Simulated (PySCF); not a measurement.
Members of one series of related molecules.

All values: PBE0/pcSseg-1 (PySCF) at GFN2-xTB geometries, gas phase, one conformer each.

(1) Rank by HOMO–LUMO gap, lowest first.
A. `CC[C@@H](C)N(C)NC`
B. `CNN(C)CC(F)(F)F`
C. `CNN([SiH3])CC(C)(C)C`

(2) Rank by HOMO energy, lowest first.
A. `CNN(C)CC(F)(F)F`
B. `CNN(C)CC(C)(C)C`
C. `CNN([SiH3])CC(C)(C)C`

(3) Rank by the highest IAO charge on any atom, lowest value first.
A. `CC[C@@H](C)N(C)NC`
B. `CNN(C)CC(F)(F)F`
C. `CNN([SiH3])CC(C)(C)C`

## Answers

(1) C (6.68 eV), A (7.53 eV), B (8.20 eV).

(2) A (-6.95 eV), B (-6.23 eV), C (-6.07 eV).

(3) A (+0.212 e), C (+0.715 e), B (+0.805 e).

All values together:

| SMILES | change | formula | μ (D) | HOMO (eV) | LUMO (eV) | lowest IAO charge (e) | highest IAO charge (e) | lowest Hirshfeld charge (e) | highest Hirshfeld charge (e) |
| --- | --- | --- | --- | --- | --- | --- | --- | --- | --- |
| CNN(C)CC(C)(C)C | parent | C7H18N2 | 1.65 | -6.23 | 1.36 | -0.418 (C) | +0.211 (H) | -0.128 (C) | +0.096 (H) |
| CNN([SiH3])CC(C)(C)C | CH3 replaced by SiH3 | C6H18N2Si | 0.99 | -6.07 | 0.61 | -0.435 (N) | +0.715 (Si) | -0.131 (C) | +0.333 (Si) |
| CNNC | neopentyl replaced by H | C2H8N2 | 1.80 | -6.14 | 1.38 | -0.317 (N) | +0.215 (H) | -0.126 (N) | +0.097 (H) |
| CNN(C)CC(F)(F)F | neopentyl replaced by CH2CF3 | C4H9F3N2 | 3.28 | -6.95 | 1.25 | -0.323 (N/C) | +0.805 (C) | -0.115 (N) | +0.258 (C) |
| CC[C@@H](C)N(C)NC | neopentyl replaced by sBu | C6H16N2 | 1.24 | -6.18 | 1.35 | -0.439 (C) | +0.212 (H) | -0.129 (C) | +0.095 (H) |

Conformers: `[CH3:1][NH:2][N:3]([CH3:4])[CH2:5][C:6]([CH3:7])([CH3:8])[CH3:9]` with C1–N2–N3–C4 80°, N2–N3–C5–C6 90°; `[CH3:1][NH:2][N:3]([SiH3:4])[CH2:5][C:6]([CH3:7])([CH3:8])[CH3:9]` with C1–N2–N3–Si4 68°, N2–N3–C5–C6 -76°; `[CH3:1][NH:2][NH:3][CH3:4]` with C1–N2–N3–C4 165°; `[CH3:1][NH:2][N:3]([CH3:4])[CH2:5][C:6]([F:7])([F:8])[F:9]` with C1–N2–N3–C4 87°, N2–N3–C5–C6 150°; `[CH3:1][CH2:2][C@@H:3]([CH3:4])[N:5]([CH3:6])[NH:7][CH3:8]` with C1–C2–C3–C4 177°, C2–C3–N5–C6 -75°, C3–N5–N7–C8 -143°.

Problem. Give the shifts from the parent, `CNN(C)CC(C)(C)C`.

Solution. 
```tsv
SMILES	change in μ (D)	change in HOMO (eV)	change in LUMO (eV)
CNN([SiH3])CC(C)(C)C	-0.66	+0.16	-0.75
CNNC	+0.15	+0.09	+0.02
CNN(C)CC(F)(F)F	+1.63	-0.72	-0.11
CC[C@@H](C)N(C)NC	-0.41	+0.05	-0.01
```
